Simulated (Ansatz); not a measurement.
Consider the formal exchange of groups at a Ge–O bond: `C[O][GeH]([Cl])[S]C` + CH₄ → `C[S][GeH]([CH3])[Cl]` + CH₃OH.

Calculated with Ansatz (gas phase, PBE0-D4/def2-TZVP geometries, no zero-point term in ΔE). CCSD(T)/CBS is the MP2 limit (def2-TZVPP, def2-QZVPP) plus CCSD(T) − MP2 in def2-TZVPP, frozen cores. This one scheme is used for every species. Functionals use def2-TZVPP. B3LYP here is the variant with VWN-RPA as its local correlation; programs differ in this. For Ge outer-core shells are correlated without core-valence functions, which leaves a few kJ/mol of doubt a bond. Scalar relativity is left out up to krypton. One conformer a species, not always the lowest.

Task: Is it downhill or uphill in electronic energy at CCSD(T)/CBS, and by how much? (Best estimate.)

Result: The calculation gave: Uphill: ΔE = +13.1 kcal/mol.

Task: What do these levels give: PBE-D4, r2SCAN-D4, B3LYP-D4, ωB97X-V, PBE, r2SCAN, PBE0, SCS-MP2/def2-TZVPP, CCSD(T)/def2-TZVPP, HF/def2-QZVPP, MP2/def2-QZVPP, MP2/CBS(def2)? (Best estimate.)

Result: The calculation gave: PBE-D4 13.3, r2SCAN-D4 14.8, B3LYP-D4 14.8, ωB97X-V 14.1, PBE 12.6, r2SCAN 14.6, PBE0 11.8, SCS-MP2/def2-TZVPP 14.4, CCSD(T)/def2-TZVPP 13.8, HF/def2-QZVPP 14.1, MP2/def2-QZVPP 13.6, MP2/CBS(def2) 13.4 kcal/mol.

Largest T1 diagnostic among the species: 0.011.

The D4 term adds +1.2 kcal/mol with B3LYP and +0.7 kcal/mol with PBE0; it sums over pairs of atoms, weighted by their polarisabilities, and B3LYP, whose exchange is more repulsive, gets the larger term. From PBE to PBE0 (25 % exact exchange), in def2-TZVPP and without D4, ΔE moves by −0.7 kcal/mol.
